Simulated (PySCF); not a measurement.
# Ne⁺: ionisation energy

Ne⁺ [He] 2s2 2p5 (2P) → Ne²⁺ [He] 2s2 2p4 (3P), as a difference of total energies. Computed with PySCF 2.14 in x2c-TZVPPall with one added diffuse shell each of s, p, d type (6s4p3d1f, 40 functions), with the spin-free X2C one-electron Hamiltonian (Gaussian nucleus). Correlated levels: valence: 1s2 frozen; valence and next inner shell: nothing frozen. The calculations carry no spin-orbit coupling.

| method | ionisation energy (eV) |
| --- | --- |
| UHF | 39.269 |
| LDA | 41.407 |
| PBE | 41.122 |
| PBE0 | 40.991 |
| r2SCAN | 41.122 |
| HSE06 | 41.011 |
| r2SCANh | 41.066 |
| BP86 | 41.236 |
| wB97X-V | 41.000 |
| MP2 (valence) | 40.722 |
| SCS-MP2 (valence) | 40.709 |
| MP2 (valence and next inner shell) | 40.733 |
| SCS-MP2 (valence and next inner shell) | 40.713 |

How much does correlation contribute at MP2 (valence and next inner shell)?

40.733 − (39.269) = 1.464 eV, measured against UHF.

Errors of the correlated levels include the incompleteness of this basis and the frozen core.

For comparison: 40.963 eV (measured; NIST Atomic Spectra Database, ionization energies).
